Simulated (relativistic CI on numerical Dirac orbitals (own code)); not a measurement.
# Ir⁶⁺: 5d valence photoemission

Computed with this model: Dirac-Coulomb-Breit CI, orbitals from a KLI potential per configuration, model QED, multiplet model of photoemission in the sudden approximation, unscaled Slater integrals; configurations [Xe] 4f14 5d3 → [Xe] 4f14 5d2; 80 K; Lorentzian 0.3 eV and Gaussian 0.5 eV FWHM. Energies are those of the free ion, without screening or charge transfer. The energies are binding energies and can lie tens of eV above those of solids. S is read from ⟨S²⟩ = S(S + 1).

Field parameters in Wybourne normalisation: D3d B²₀ = −7Dσ, B⁴₀ = −14Dq − 21Dτ, B⁴₃ = −14√(10/7) Dq; Oh B⁴₀ = 21Dq, B⁴₄ = √(5/14) B⁴₀; Td as Oh with Dq negative (B⁴₀ = 21Dq, B⁴₄ = √(5/14) B⁴₀). The field is a parameter set, without covalency.

free ion: ground-state S = 1.39, centroid 88.95 eV. Peaks (eV, height): 88.3 (100), 89.7 (17), 90.8 (21), 91.5 (9).

Td, 10Dq = -11450 cm⁻¹: ground-state S = 1.35, centroid 89.09 eV. Peaks (eV, height): 88.1 (100), 88.7 (71), 90.1 (28), 90.8 (33).

Td, 10Dq = -16550 cm⁻¹: ground-state S = 1.27, centroid 89.17 eV. Peaks (eV, height): 88.0 (100), 89.1 (67), 90.9 (39), 91.8 (12).

Oh, 10Dq = 36800 cm⁻¹: ground-state S = 1.45, centroid 90.45 eV. Peaks (eV, height): 89.9 (100), 91.1 (57).

D3d, 10Dq = 27100, Dσ = 450, Dτ = 10 cm⁻¹: ground-state S = 1.44, centroid 89.98 eV. Peaks (eV, height): 89.4 (100), 90.6 (51).

Strongest unbroadened transitions for D3d, 10Dq = 27100, Dσ = 450, Dτ = 10 cm⁻¹:

```tsv
Energy (eV)	Relative strength
89.29	2.5
89.31	98.5
89.42	2.3
89.44	1.5
89.45	100.0
89.47	38.0
90.54	46.6
90.59	2.0
90.62	44.7
90.87	1.2
90.89	35.9
91.84	1.1
92.15	2.2
93.88	1.6
94.74	2.0
94.81	1.5
95.57	0.8
95.99	0.6
```
